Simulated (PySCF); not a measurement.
# Polarisability and C₆ of Xe²⁺ (xenon, charge +2)

[Kr] 4d10 5s2 5p3 6s1, high-spin 5S determinant (an excited configuration). All numbers are calculated (PySCF 2.14, the spin-free X2C one-electron Hamiltonian (Gaussian nucleus), in x2c-TZVPPall with one added diffuse shell each of s, p, d, f type (9s7p5d3f, 76 functions)). Coupled (time-dependent) response in atomic units; α is the mean over directions.

```json
{"method": "UHF", "mean α (bohr³)": "94.68", "C₆ (like pair)": "909.3", "S(−4)": "6716"}
{"method": "PBE", "mean α (bohr³)": "76.19", "C₆ (like pair)": "686.9", "S(−4)": "4148"}
{"method": "PBE0", "mean α (bohr³)": "81.47", "C₆ (like pair)": "749.7", "S(−4)": "4793"}
{"method": "B97-3", "mean α (bohr³)": "78.44", "C₆ (like pair)": "713.8", "S(−4)": "4409"}
```

S(−4) is the Cauchy moment in α(ω) = α(0) + S(−4) ω² + …

α(iu) at B97-3:

| u (hartree) | α(iu) (bohr³) |
| --- | --- |
| 0 | 78.44 |
| 0.0500 | 68.92 |
| 0.100 | 51.44 |
| 0.200 | 28.27 |
| 0.300 | 18.40 |
| 0.500 | 10.67 |
| 0.750 | 6.786 |
| 1.00 | 4.789 |
| 1.50 | 2.838 |
| 2.00 | 1.942 |
| 3.00 | 1.136 |
| 5.00 | 0.5606 |

For an ion, C₆ is the dispersion term alone; charge-induced terms of lower order in 1/R come first.

The outer electron is Rydberg-like, and this basis confines it to a smaller radius and binds it less than a complete one would.
